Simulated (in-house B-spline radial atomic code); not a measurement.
Configurations of Ge V (Ge4+), with energies counted from [Ar] 3d10. Method: scalar-relativistic (X2C) r2SCAN0, spin-polarised, spherical fractional occupations, Fermi nucleus of rms radius 4.0742 fm. Calculated with a radial B-spline atomic code at the basis-set limit. Caution: exact exchange at fractional occupations of open shells leaves self-interaction of up to several eV. Shells without spins written out take the highest spin.

Occupations are held fixed; configurations that lie above the ionisation limit could autoionise.

```
                         configuration  E - E(ref) (eV)  highest orbital  its <r> (bohr)
[Ar] 3d(5 up, 4 down) 4s(1 up, 0 down)           32.429            4s up           1.719
                          [Ar] 3d9 4p1           45.521            4p up           1.957
                 [Ne] 3s2 3p5 3d10 4s1           123.51            4s up           1.716
                 [Ne] 3s2 3p5 3d10 4p1           136.63            4p up           1.954
                 [Ne] 3s2 3p5 3d10 4f1           164.61            4f up           3.561
```

**Question.** Order these further configurations by energy, lowest first.
A. [Ar] 3d(5 up, 4 down) 4d(0 up, 1 down)
B. [Ar] 3d(5 up, 4 down) 4p(0 up, 1 down)
C. [Ar] 3d9 4d1
D. [Ne] 3s2 3p(3 up, 2 down) 3d10 4f(0 up, 1 down)
E. [Ar] 3d9 4f1

**Answer.** B (45.743 eV), C (62.049 eV), A (62.209 eV), E (73.42 eV), D (164.6 eV).

**Question.** How far above the reference does [Ne] 3s2 3p5 3d10 4d1 lie?

**Answer.** 153.21 eV; its least bound orbital is 4d up with <r> = 2.574 bohr.
